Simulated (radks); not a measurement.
Problem. Species: Ar XVI. Configuration: [He] 3d1 (not the ground configuration). Method: non-relativistic Kohn-Sham, LDA (Slater exchange, VWN5 correlation), spin-polarised, spherical densities, point nucleus; open shells are filled with parallel spins first; computed with a radial shooting solver on a logarithmic mesh with Libxc functionals. Some entries of the table are withheld. Estimate them.

orbital,occ.,eigenvalue (eV),<r> (bohr)
1s up,1,-3934.530,(1)
1s down,1,-3934.246,(2)
3d up,1,(3),0.6560
3d down,0,(4),0.6668

Solution. 
(1) 1s up <r> (bohr): 0.08544
(2) 1s down <r> (bohr): 0.08541
(3) 3d up eigenvalue (eV): -372.7288
(4) 3d down eigenvalue (eV): -358.6394
